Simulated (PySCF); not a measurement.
Ga(F)(Cl)(NH2) (ClFGaH₂N), SMILES [Cl][Ga]([NH2])[F]. The structure is a stationary point at r2SCAN-D4/def2-SVP. Other conformers were not sampled.

The numbers are results of r2SCAN-D4/def2-SVP (PySCF), not measurements.

Harmonic wavenumbers (cm⁻¹): 85, 140, 176, 206, 372, 432, 703, 737, 767, 1502, 3599, 3717. Rotational constants (GHz): 5.963, 2.859, 1.933; symmetry number 1.

Q: Work out the zero-point energy and the ideal-gas rigid-rotor harmonic-oscillator thermochemistry at 298.15 K and 1 atm.

A: ZPE = ½ Σ hcν = ½ × 12435 cm⁻¹ = 74.38 kJ/mol. H − E(el) = 93.47 kJ/mol. Entropy in J/(mol K): translation 170.39, rotation 111.63, vibration 57.58, total 339.61. G − E(el) = -7.78 kJ/mol. Cp = 87.11 J/(mol K). Modes under 150 cm⁻¹ make the vibrational entropy uncertain.
